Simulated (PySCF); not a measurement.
How the method moves the HOMO and LUMO of `CO[SiH2]C#C[SiH3]`

C₃H₈OSi₂.
Numbering: `[CH3:1][O:2][SiH2:3][C:4]#[C:5][SiH3:6]` (hydrogens: H7, H8, H9 on C1; H10, H11 on Si3; H12, H13, H14 on Si6)

Structure used (PBE0-D3(BJ)/def2-SVP), in Å, numbered top down from 1:
```xyz
14
C3H8OSi2 angstrom
C     -2.3838   -0.3927    0.7758
O     -2.0418    0.7147   -0.0134
Si    -0.7323    0.7700   -1.0280
C      0.8075    0.3624   -0.1036
C      1.8217    0.0701    0.5186
Si     3.3455   -0.3554    1.4507
H     -1.5536   -0.6992    1.4375
H     -3.2436   -0.1217    1.4064
H     -2.6721   -1.2640    0.1594
H     -0.6575    2.1563   -1.5514
H     -0.8573   -0.2225   -2.1374
H      3.0534   -0.3225    2.9129
H      3.7996   -1.7224    1.0637
H      4.4132    0.6352    1.1301
```

Basis pcSseg-1 throughout (PySCF), one geometry. The structure is a single PBE0-D3(BJ)/def2-SVP conformer in the gas phase; no vibrational or solvent corrections.

Q: How do the orbital energies, the gap and the dipole change with the method?

A: 
| method | kind | HOMO (eV) | LUMO (eV) | gap (eV) | μ (D) | SCF cycles |
| --- | --- | --- | --- | --- | --- | --- |
| BLYP | GGA | -6.62 | -1.60 | 5.02 | 1.23 | 15 |
| PBE | GGA | -6.73 | -1.80 | 4.93 | 1.24 | 15 |
| OPBE | GGA | -6.73 | -1.69 | 5.04 | 1.22 | 15 |
| B97-D | GGA | -6.77 | -1.66 | 5.11 | 1.24 | 15 |
| LDA | LDA | -6.82 | -2.03 | 4.79 | 1.32 | 15 |
| KT2 | GGA | -6.84 | -1.85 | 4.99 | 1.24 | 16 |
| BP86 | GGA | -6.85 | -1.89 | 4.96 | 1.26 | 15 |
| KT3 | GGA | -6.87 | -1.75 | 5.12 | 1.20 | 16 |
| B97-2 | global hybrid | -7.88 | -0.93 | 6.95 | 1.29 | 15 |
| B3LYP | global hybrid | -7.88 | -1.07 | 6.81 | 1.29 | 15 |
| PBE0 | global hybrid | -8.13 | -0.92 | 7.21 | 1.30 | 15 |
| mPW1PW91 | global hybrid | -8.16 | -0.92 | 7.24 | 1.31 | 14 |
| BHandHLYP | global hybrid | -9.18 | 0.13 | 9.31 | 1.35 | 12 |
| CAM-B3LYP | range-separated hybrid | -9.44 | 0.24 | 9.67 | 1.32 | 12 |
| wB97X-D | range-separated hybrid | -9.99 | 0.84 | 10.83 | 1.32 | 13 |
| HF | Hartree–Fock | -10.81 | 2.61 | 13.42 | 1.41 | 12 |
| LC-wPBE | range-separated hybrid | -10.86 | 1.31 | 12.16 | 1.35 | 13 |

The HOMO spans 4.24 eV, from BLYP down to LC-wPBE, and the gap runs from 4.79 eV (LDA) to 13.42 eV (HF). Over the methods BLYP (0 %), PBE (0 %), OPBE (0 %), B97-D (0 %), LDA (0 %), KT2 (0 %), BP86 (0 %), KT3 (0 %), B97-2 (21 %), B3LYP (20 %), PBE0 (25 %), mPW1PW91 (25 %), BHandHLYP (50 %), HF (100 %), a straight line through the gap against the share of exact exchange rises by 0.85 eV for each 10 % (correlation coefficient 0.999). The dipole ranges from 1.20 D (KT3) to 1.41 D (HF). This basis has no diffuse functions.
